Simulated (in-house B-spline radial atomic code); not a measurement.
Results of a calculation; reference values are marked as such.
# Making a Troullier-Martins d channel for Cr, r_c = 2.16 bohr

Cr, [Ar] 3d5 4s1, non-relativistic LDA (VWN5), spherical and spin-unpolarised, from a B-spline radial code for spherical atoms (atomic units). The all-electron 3d level is ε = -0.118121 hartree and its outer maximum at 0.83 bohr.

Inside r_c the pseudo-orbital is u(r) = r^3 exp(p(r)), with p = c0 + c2 r² + c4 r⁴ + … + c12 r¹². The seven coefficients follow from p and its first four derivatives at r_c, from zero curvature of the screened potential at the origin, c4 = −c2²/(2l + 5), and from the norm inside r_c. At r_c the all-electron orbital has P = 0.4441264, P' = -0.2406848, the screened potential V = -0.6053074, V' = 0.6184018, V'' = -1.012146, and the norm inside is Q = 0.8117145.

Q: What are p, p' and p'' at r_c?

A: p = ln(P/r_c^3) = ln(0.4441264/10.0777) = -3.12197. p' = P'/P − 3/r_c = -0.54193 − 1.38889 = -1.93082. The radial equation gives p'' = 2(V − ε) − 2(3) p'/r_c − p'² = -0.97437 − (-5.36338) − 3.72806 = 0.66095. Differentiating, p''' = 2V' + 2(3)p'/r_c² − 2(3)p''/r_c − 2p'p'' = -0.52987, and p'''' = 2V'' − 4(3)p'/r_c³ + 4(3)p''/r_c² − 2(3)p'''/r_c − 2p''² − 2p'p''' = 0.52679.

For a trial c2 the five matching conditions are linear in c0, c6, c8, c10 and c12, and c2 is varied until the norm inside r_c equals Q. The root nearest zero gives:

| n | c_n |
| --- | --- |
| 0 | 1.464539 |
| 2 | -1.499331 |
| 4 | -0.2497771 |
| 6 | 0.2463139 |
| 8 | -0.06317754 |
| 10 | 0.007289866 |
| 12 | -0.0003247708 |

Q: Check c4 and p(r_c), and find the screened pseudopotential at the origin.

A: −c2²/9 = -0.249777, as listed. The terms c_n r_c^n are 1.46454, -6.99528, -5.43710, 25.01563, -29.93593, 16.11599, -3.34982, which sum to -3.12197. Inverting the radial equation, V_l(r) = ε + 3 p'/r + (p'' + p'²)/2, so V_l(0) = ε + (2l + 3) c2 = -0.118121 + 7 × (-1.49933) = -10.6134 hartree, finite where the all-electron potential diverges.

Orbitals and screened potentials:

| r (bohr) | P | u | V all-electron | V pseudo |
| --- | --- | --- | --- | --- |
| 0.216 | 0.2232 | 0.04063 | -60.26 | -10.59 |
| 0.54 | 0.6975 | 0.4331 | -13.3 | -9.84 |
| 0.864 | 0.8023 | 0.8625 | -5.077 | -7.036 |
| 1.188 | 0.7341 | 0.8588 | -2.433 | -3.182 |
| 1.512 | 0.6293 | 0.6689 | -1.376 | -0.8857 |
| 1.836 | 0.5296 | 0.5319 | -0.8739 | -0.5726 |
| 2.16 | 0.4441 | 0.4441 | -0.6053 | -0.6053 |

Logarithmic derivatives P'/P at R = 2.46 bohr, for energies E around ε:

```json
{"E − ε (hartree)": "-0.5", "all-electron": "1.04822", "pseudo": "1.07888"}
{"E − ε (hartree)": "-0.25", "all-electron": "0.661873", "pseudo": "0.687077"}
{"E − ε (hartree)": "-0.1", "all-electron": "0.200177", "pseudo": "0.21216"}
{"E − ε (hartree)": "0", "all-electron": "-0.534679", "pseudo": "-0.534684"}
{"E − ε (hartree)": "0.1", "all-electron": "-4.55639", "pseudo": "-4.11362"}
{"E − ε (hartree)": "0.25", "all-electron": "2.88741", "pseudo": "3.4428"}
{"E − ε (hartree)": "0.5", "all-electron": "1.25227", "pseudo": "1.5061"}
```
